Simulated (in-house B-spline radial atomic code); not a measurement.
Successive ionisation energies of thallium; each step leads to the configuration of the next row (after the last: [Xe] 4f14). Dirac energy differences include first-order Breit, QED and recoil terms. NIST's values go from ground level to ground level; the uncertainty of those that are theory runs from under 0.1 % in few-electron ions to several per cent in heavy many-electron ones. Computed with a radial B-spline atomic code at the basis-set limit: Dirac-Hartree-Fock, jj configuration that fills j = l - 1/2 first, finite nuclei.

A number in brackets counts the electrons of a j subshell.

```json
{"ion": "Tl", "configuration": "[Xe] 4f14 5d10 6s2 6p1/2(1)", "ionisation energy (eV)": "5.60", "tabulated value (eV)": "6.108287", "tabulated kind": "measured", "computed minus tabulated (eV)": "-0.51", "highest orbital": "6p1/2", "largest mean radius (bohr)": "3.5016"}
{"ion": "Tl+", "configuration": "[Xe] 4f14 5d10 6s2", "ionisation energy (eV)": "18.37", "tabulated value (eV)": "20.4283", "tabulated kind": "measured", "computed minus tabulated (eV)": "-2.06", "highest orbital": "6s1/2", "largest mean radius (bohr)": "2.472"}
{"ion": "Tl2+", "configuration": "[Xe] 4f14 5d10 6s1", "ionisation energy (eV)": "28.11", "tabulated value (eV)": "29.852", "tabulated kind": "measured", "computed minus tabulated (eV)": "-1.74", "highest orbital": "6s1/2", "largest mean radius (bohr)": "2.3402"}
{"ion": "Tl3+", "configuration": "[Xe] 4f14 5d10", "ionisation energy (eV)": "49.29", "tabulated value (eV)": "51.14", "tabulated kind": "measured", "computed minus tabulated (eV)": "-1.85", "highest orbital": "5d5/2", "largest mean radius (bohr)": "1.3489"}
{"ion": "Tl4+", "configuration": "[Xe] 4f14 5d3/2(4) 5d5/2(5)", "ionisation energy (eV)": "64.82", "tabulated value (eV)": "62.6", "tabulated kind": "measured", "computed minus tabulated (eV)": "2.22", "highest orbital": "5d5/2", "largest mean radius (bohr)": "1.3073"}
{"ion": "Tl5+", "configuration": "[Xe] 4f14 5d3/2(4) 5d5/2(4)", "ionisation energy (eV)": "81.13", "tabulated value (eV)": "80", "tabulated kind": "tabulated theory", "computed minus tabulated (eV)": "1.13", "highest orbital": "5d5/2", "largest mean radius (bohr)": "1.2714"}
{"ion": "Tl6+", "configuration": "[Xe] 4f14 5d3/2(4) 5d5/2(3)", "ionisation energy (eV)": "98.18", "tabulated value (eV)": "97.9", "tabulated kind": "tabulated theory", "computed minus tabulated (eV)": "0.28", "highest orbital": "5d5/2", "largest mean radius (bohr)": "1.2395"}
{"ion": "Tl7+", "configuration": "[Xe] 4f14 5d3/2(4) 5d5/2(2)", "ionisation energy (eV)": "115.88", "tabulated value (eV)": "116", "tabulated kind": "tabulated theory", "computed minus tabulated (eV)": "-0.12", "highest orbital": "5d5/2", "largest mean radius (bohr)": "1.2108"}
{"ion": "Tl8+", "configuration": "[Xe] 4f14 5d3/2(4) 5d5/2(1)", "ionisation energy (eV)": "134.21", "tabulated value (eV)": "135", "tabulated kind": "tabulated theory", "computed minus tabulated (eV)": "-0.79", "highest orbital": "5d5/2", "largest mean radius (bohr)": "1.1847"}
{"ion": "Tl9+", "configuration": "[Xe] 4f14 5d3/2(4)", "ionisation energy (eV)": "157.21", "tabulated value (eV)": "158", "tabulated kind": "tabulated theory", "computed minus tabulated (eV)": "-0.79", "highest orbital": "5d3/2", "largest mean radius (bohr)": "1.134"}
{"ion": "Tl10+", "configuration": "[Xe] 4f14 5d3/2(3)", "ionisation energy (eV)": "176.95", "tabulated value (eV)": "177", "tabulated kind": "tabulated theory", "computed minus tabulated (eV)": "-0.05", "highest orbital": "5d3/2", "largest mean radius (bohr)": "1.1125"}
{"ion": "Tl11+", "configuration": "[Xe] 4f14 5d3/2(2)", "ionisation energy (eV)": "197.22", "tabulated value (eV)": "198", "tabulated kind": "tabulated theory", "computed minus tabulated (eV)": "-0.78", "highest orbital": "5d3/2", "largest mean radius (bohr)": "1.0927"}
{"ion": "Tl12+", "configuration": "[Xe] 4f14 5d3/2(1)", "ionisation energy (eV)": "218.01", "tabulated value (eV)": "218.3", "tabulated kind": "semi-empirical", "computed minus tabulated (eV)": "-0.29", "highest orbital": "5d3/2", "largest mean radius (bohr)": "1.0742"}
```

**Question.** Where is the largest jump?

**Answer.** From Tl to Tl+, by a factor of 3.28 (5.6006 to 18.372 eV); the highest orbital goes from 6p1/2 to 6s1/2.

**Question.** How far is this level of theory from the measured and semi-empirical values?

**Answer.** Over those 6 rows the differences run from -2.06 to +2.22 eV (mean absolute value 1.4 eV). The calculation leaves out correlation and, in open shells, the multiplet splittings that an average leaves out.
